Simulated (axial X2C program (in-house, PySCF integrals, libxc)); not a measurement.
**WS: properties at the nuclei**

Calculated with an in-house all-electron X2C program for linear molecules (integrals from PySCF): two-component X2C with atomic mean-field Coulomb and Gaunt terms, Gaussian nuclei, basis W dyall-cv3z, S dyall-av3z with contracted cores.

R = 2.120 Å (near the PBE0 minimum at charge 0 of the determinant lowest at the starting distance; the state shown can have its own minimum elsewhere).

Input and command:
```json
{"zs": [74, 16], "q": 0, "bas": ["dyall-cv3z", "dyall-av3z"], "r0": 2.14, "levels": ["PBE0", "HF", "BP86", "TPSSh", "r2SCAN"], "nst": 3}
```
```bash
python soeom.py task.json out
```

Keys: zs atomic numbers; q charge; bas basis sets; r0 starting distance in Å; levels methods; nst determinants followed.

Determinant lowest in the PBE0 search, Ω = 1 (⟨Sz⟩ = 1.96, ⟨Lz⟩ = -0.96 at PBE0), spin on the atoms W 2.08, S -0.12:

```tsv
level	Eeff magnitude (GV/cm)	Ws magnitude W (kHz)	A∥/gI W (MHz)	qzz W (a.u.)	A∥/gI S (MHz)	qzz S (a.u.)	μ (D)
PBE0	28.1	28.1	3970	0.95	-131	-0.17	-3.79
HF	18.1	16.9	3270	0.29	-228	-0.86	-4.32
BP86	30.7	30.8	4090	0.93	-121	-0.12	-3.12
TPSSh	32.2	32.3	3800	0.98	-128	-0.14	-3.58
r2SCAN	27.3	27.9	4460	0.91	-130	-0.19	-3.42
```

Determinant 0.29 eV from it at PBE0 and this distance, Ω = 3 (⟨Sz⟩ = 1.97, ⟨Lz⟩ = 1.03 at PBE0), spin on the atoms W 2.09, S -0.12:

| level | Eeff magnitude (GV/cm) | Ws magnitude W (kHz) | A∥/gI W (MHz) | qzz W (a.u.) | A∥/gI S (MHz) | qzz S (a.u.) | μ (D) |
| --- | --- | --- | --- | --- | --- | --- | --- |
| PBE0 | 20.9 | 7.32 | 1780 | 1.00 | 58.9 | -0.15 | -3.85 |
| HF | 22.1 | 7.31 | 1460 | -0.27 | 85.3 | -0.93 | -4.28 |
| BP86 | 20.3 | 7.17 | 1840 | 0.99 | 54.2 | -0.10 | -3.17 |
| TPSSh | 20.1 | 7.09 | 1760 | 0.97 | 54 | -0.12 | -3.63 |
| r2SCAN | 25 | 8.76 | 1940 | 0.78 | 56.4 | -0.17 | -3.50 |

Eeff is the effective electric field on the electron electric dipole moment in this Ω state and Ws the scalar–pseudoscalar constant of the nucleus named (defined with the proton number Z and per Ω); A∥ (defined per Ω) follows by multiplying with gI = μI/(I μN); qzz is the electric field gradient, eQq0 = 234.96 MHz × Q/barn × qzz; μ is positive if the S end (last atom) is positive. The operators were transformed with the bare-nucleus X2C matrices; with these basis sets, hyperfine constants and field gradients can be off by tens of per cent, and where levels differ in sign neither size nor sign is settled.

**Question.** With gI(183W) = 0.2356, gI(33S) = 0.4292 (g factors from the IAEA table of nuclear moments by Stone), turn the PBE0 values of the first state into constants in MHz.

**Answer.** A∥(183W) = 3970 × 0.2356 = 935 MHz; A∥(33S) = -131 × 0.4292 = -56.2 MHz.

Each state is one determinant with collinear spin, which with several unpaired electrons need not be a pure state. Unrestricted Hartree–Fock can overshoot spin polarisation at the nuclei. With several open shells hyperfine constants can be off by a factor of several. Open-shell Ω = 0 determinants with evenly filled partner blocks cannot be reached by this program, so the Ω shown need not be the lowest component. The search compared states at one distance, so a state with another bond length can lie lower. Further determinants of the search, some of them spin-mixed, are not shown. Where a field gradient or hyperfine factor spreads by more than a factor of two over the levels, a constant derived from it is not to be relied on. PBE0 term energies can be off by some tenths of an eV.
